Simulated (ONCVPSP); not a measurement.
## LDA (Perdew-Wang 92) ONCV dataset for Hg (Z = 80), fully relativistic all-electron reference.

mercury (Hg), optimised norm-conserving Vanderbilt (ONCV), made with ONCVPSP 4.0.1 (LDA (Perdew-Wang 92), fully relativistic). Core [Kr] 4d10, reference 4f14 5s2 5p6 5d10 6s1 (charge +1). Waves: 5s+6s: rc 1.55 bohr, ncon 4, nbas 7, qcut 7.8 1/bohr, 2 projectors; 5p: rc 1.45 bohr, ncon 4, nbas 8, qcut 12 1/bohr, 2 projectors, debl 2.1 Ha; 5d: rc 2.20 bohr, ncon 3, nbas 8, qcut 7.7 1/bohr, 1 projector; 4f: rc 0.55 bohr, ncon 3, nbas 8, qcut 28.8 1/bohr, 1 projector. Local part: polynomial inside 0.45 bohr (lpopt 5, dvloc0 0 Ha). Core correction: Teter function fitted to the true core (icmod 2), fcfact 0.5.

Open shells are filled in proportion to 2j + 1.

In the p channel the program set the typed energies aside and used -2.607, 0.250 Ha (j = l + 1/2; the other j can differ).

All-electron outer shells of the reference configuration (LDA (PZ), scalar-relativistic, ld1.x):

| shell | level (eV) | outermost node (bohr) | outermost maximum (bohr) |
| --- | --- | --- | --- |
| 4d | -357.80 | 0.20 | 0.40 |
| 5s | -127.69 | 0.47 | 0.82 |
| 4f | -105.45 | – | 0.37 |
| 5p | -75.92 | 0.51 | 0.93 |
| 5d | -19.10 | 0.55 | 1.17 |
| 6s | -15.11 | 1.08 | 2.13 |

Task: Estimate the cutoffs (Ha) at which the residual kinetic energy of the hardest occupied pseudo-wave falls to 1 and 0.1 mHa per electron.

Result: 370 Ha and 403 Ha.

Task: What does a ghost test show?

Result: Ghosts flagged at negative energy: s at -1634.6 eV, p3/2 at -971.4 eV, d5/2 at -275.1 eV, p1/2 at -801.2 eV, d3/2 at -255.6 eV; GHOST(+) flagged for s at 50.1 eV. A true bound ghost makes a file unfit for plane-wave use.

Task: Which valence shell sets the plane-wave cutoff?

Result: 4f: 370 Ha for 1 mHa per electron, against 41 Ha for 5p.

Task: Tests: 4f14 5s2 5p6 5d10 6s2; 4f14 5s2 5p6 5d10 6s0; 4f14 5s2 5p6 5d9 6s0; 4f14 5s2 5p6 5d10 6s0 6p1. Which has the largest error in its energy relative to the reference configuration, and how large is it?

Result: 4f14 5s2 5p6 5d10 6s0, with -2.2 meV (all-electron minus pseudo) on +19.40 eV.
